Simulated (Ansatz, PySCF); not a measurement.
pyrimidine-2-carbonitrile (C5H3N3), SMILES N#Cc1ncccn1. Atoms are numbered in the order given.

```xyz
11

N      0.0000     0.0000     3.1573
C      0.0000     0.0000     1.9987
C      0.0000     0.0000     0.5471
N      0.0000    -1.1960    -0.0490
C      0.0000    -1.1885    -1.3822
C      0.0000     0.0000    -2.1164
C      0.0000     1.1885    -1.3822
N      0.0000     1.1960    -0.0490
H      0.0000    -2.1639    -1.8808
H      0.0000     0.0000    -3.2076
H      0.0000     2.1639    -1.8808
```

Coordinates come from a B3LYP-D3(BJ)/def2-SVP optimisation.

Two levels are set side by side: PBE-D3(BJ)/def2-SVP (Ansatz, a first-principles code) and B3LYP-D3(BJ)/def2-SVP (Ansatz). Each level has its own optimised geometry; the coordinates shown are those of the second. Frequencies come from the Hessian of PySCF at each geometry. Differences are taken from unrounded values.

```
quantity                            B3LYP-D3(BJ)
----------------------------------  ------------
mean bond length (Å)                       1.275
bond N1–C2 (Å)                             1.159
bond C2–C3 (Å)                             1.452
bond C3–N4 (Å)                             1.336
bond C3–N8 (Å)                             1.336
bond N4–C5 (Å)                             1.333
bond C5–C6 (Å)                             1.397
bond C6–C7 (Å)                             1.397
bond C7–N8 (Å)                             1.333
bond C5–H9 (Å)                             1.096
bond C6–H10 (Å)                            1.091
bond C7–H11 (Å)                            1.096
highest harmonic wavenumber (cm⁻¹)          3216
mean harmonic wavenumber (cm⁻¹)             1229
zero-point energy (kcal/mol)               47.43
```

### Question
What does PBE-D3(BJ) give, and how far is it from B3LYP-D3(BJ)? (An estimate is asked for; the answer gives what the named calculation found.)

### Answer

```
quantity                            PBE-D3(BJ)  PBE-D3(BJ) minus B3LYP-D3(BJ)
----------------------------------  ----------  -----------------------------
mean bond length (Å)                     1.283                          0.008
bond N1–C2 (Å)                           1.172                          0.013
bond C2–C3 (Å)                           1.452                          0.000
bond C3–N4 (Å)                           1.346                          0.010
bond C3–N8 (Å)                           1.346                          0.010
bond N4–C5 (Å)                           1.340                          0.007
bond C5–C6 (Å)                           1.404                          0.007
bond C6–C7 (Å)                           1.404                          0.007
bond C7–N8 (Å)                           1.340                          0.007
bond C5–H9 (Å)                           1.104                          0.009
bond C6–H10 (Å)                          1.099                          0.008
bond C7–H11 (Å)                          1.104                          0.009
highest harmonic wavenumber (cm⁻¹)        3146                            -70
mean harmonic wavenumber (cm⁻¹)           1192                            -37
zero-point energy (kcal/mol)             46.02                          -1.41
```

GGA bonds tend to be longer and softer than those of functionals with exact exchange. Differences between two approximate levels are no errors against the true value.
